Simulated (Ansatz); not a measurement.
Ca₂Si⁻. Total charge -1; doublet. Geometry relaxed at B3LYP-D4/def2-TZVPD.

Cartesian coordinates in Å:
```
Ca 0.249 1.493 1.223
Ca -1.216 -0.539 -1.420
Si 0.966 -0.954 0.197
```

The relaxation made no stability test and no search for a lower SCF solution. At PBE0-D4/def2-TZVPD a quartet of charge -1 lies 0.12 eV below the doublet, each at its own geometry. The structure comes from a short search, and lower isomers may exist.

Problem. Estimate the harmonic wavenumbers at UKS B3LYP-D4/def2-TZVPD (Ansatz, unscaled). Is this a minimum?

Solution. 102, 234, 276 cm⁻¹. Yes, no mode is imaginary beyond noise. Zero-point energy 3.7 kJ/mol. Run time 24 s (4 threads of Arm Neoverse V1 on a shared host).
